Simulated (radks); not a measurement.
Question: Neutral cadmium, [Kr] 4d10 5s2. Calculated with a radial shooting solver on a logarithmic mesh with Libxc functionals: non-relativistic Kohn-Sham, PBE, spin-polarised, spherical densities, point nucleus. Every spin shell is full or empty, so the densities are truly spherical. Functionals are evaluated on that one density, not self-consistently. Rank these exchange functionals by their error against the exact value of the orbitals, and give that value: LDA, PBEsol, PW86, WC, B86b, G96, EV93, r2SCAN.

Answer: Exact: -148.776 hartree. From best to worst, with 100 (|E| - |E exact|)/|E exact| (equal figures are ties): B86b +0.04, r2SCAN -0.07, PW86 -0.13, EV93 -0.23, G96 +0.38, WC -0.84, PBEsol -2.26, LDA -4.89.
